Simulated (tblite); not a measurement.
Compound: C₆H₁₂NOP.
SMILES with atom numbers: `[CH3:1][O:2]/[CH:3]=[P:4]/[N:5]1[CH2:6][CH2:7][CH2:8][CH2:9]1` (hydrogens: H10, H11, H12 on C1; H13 on C3; H14, H15 on C6; H16, H17 on C7; H18, H19 on C8; H20, H21 on C9)

A start from a force field or distance geometry was refined with GFN2-xTB geometry optimisation, gas phase in tblite. Values at the start:

```csv
coordinate,start
C1–O2,1.422 Å
C1–H10,1.097 Å
O2–C3,1.378 Å
C3=P4,1.670 Å
C3–H13,1.092 Å
P4–N5,1.808 Å
N5–C6,1.458 Å
C6–C7,1.492 Å
C6–H14,1.115 Å
C6–H15,1.109 Å
C7–C8,1.517 Å
C7–H16,1.100 Å
C1–O2–C3,104.1°
O2–C3–P4,121.2°
C3–P4–N5,120.9°
P4–N5–C6,110.6°
N5–C6–C7,107.9°
C6–N5–C9,107.0°
C6–C7–C8,105.0°
C7–C8–C9,107.0°
P4–N5–C6–C7,140°
P4–N5–C9–C8,-144°
N5–C6–C7–C8,-15°
C7–C8–C9–N5,17°
```

**Question.** How do these coordinates change at the GFN2-xTB level?

**Answer.** 
```csv
coordinate,GFN2-xTB (Å or °),change
P4–N5,1.709,-0.099
C6–C7,1.535,+0.043
O2–C3,1.343,-0.035
C3=P4,1.697,+0.027
C7–C8,1.541,+0.024
C1–O2,1.403,-0.019
C6–H15,1.091,-0.018
C6–H14,1.101,-0.014
C7–H16,1.088,-0.012
C1–H10,1.088,-0.009
N5–C6,1.451,-0.007
C3–H13,1.086,-0.006
C3–P4–N5,103.0,-17.9
C1–O2–C3,115.1,+11.0
P4–N5–C6,120.7,+10.1
O2–C3–P4,126.9,+5.7
N5–C6–C7,103.7,-4.2
C7–C8–C9,104.4,-2.6
C6–N5–C9,106.1,-0.9
C6–C7–C8,104.8,-0.2
P4–N5–C6–C7,-176,+44
P4–N5–C9–C8,173,-43
C7–C8–C9–N5,29,+12
N5–C6–C7–C8,-19,-4
```

The energy falls by 1.450 eV over 97 L-BFGS steps, the largest force on an atom goes from 3.32 to 0.008 eV/Å, and the atoms move by 0.481 Å rms after alignment. The bond that changes most is P4–N5 (ends: phosphorus bonded to C and N; nitrogen bonded to 2 C and P), which shortens by 0.099 Å. Bonds longer at the end by more than 0.005 Å: 4 of 21; shorter: 16. Among the dihedrals that turn most is P4–N5–C6–C7, from 140° to -176°. Rotational constants go from 3798, 703.4, 681.7 to 4142, 649.1, 639.7 MHz.

Time: 1.1 s. Hardware: Intel Xeon Platinum 8375C at 2.90 GHz, one thread, shared host.

GFN2-xTB frequencies show an imaginary mode (52i cm⁻¹), so the point is no minimum at that level.

All values are computed, not measured.
